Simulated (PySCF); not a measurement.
H2MoO4, charge -1, multiplicity 2. Atoms are numbered in the order given.

```xyz
7

Mo     0.0000     0.0000     0.1413
O      1.4678     0.0000     1.0673
O     -1.4678     0.0000     1.0673
O      0.0000    -1.3554    -1.3121
H      0.0000    -2.2695    -1.0097
O      0.0000     1.3554    -1.3121
H      0.0000     2.2695    -1.0097
```
Charge -1, spin multiplicity 2.

Coordinates come from a B3LYP-D3(BJ)/def2-SVPD optimisation. The spin state was assumed, not searched. The isomer is the one that the SMILES or the coordinates give; other isomers of the formula were not compared. The def2 effective core potentials stand for the cores of Mo; spin–orbit coupling is left out. The values are those of a single conformer.

These are PBE/def2-SVPD run with PySCF values and carry that method's errors.

 A positive occupied level means that this level leaves the electron formally unbound; only the finite basis holds it.

| Property | Value |
|---|---|
| total energy | -370.05342 hartree |
| point group | C2v |
| α spin, highest occupied and lowest empty level | 1.16 and 2.76 eV |
| β spin, highest occupied and lowest empty level | -1.76 and 2.26 eV |
| dipole moment about the centre of nuclear charge | 0.22 D |
| mean static polarisability | 72.2 bohr³ (10.70 Å³) |
| polarisability, principal values | 70.4, 71.2, 75.1 bohr³ |
| ⟨S²⟩ | 0.753 (pure state 0.75) |
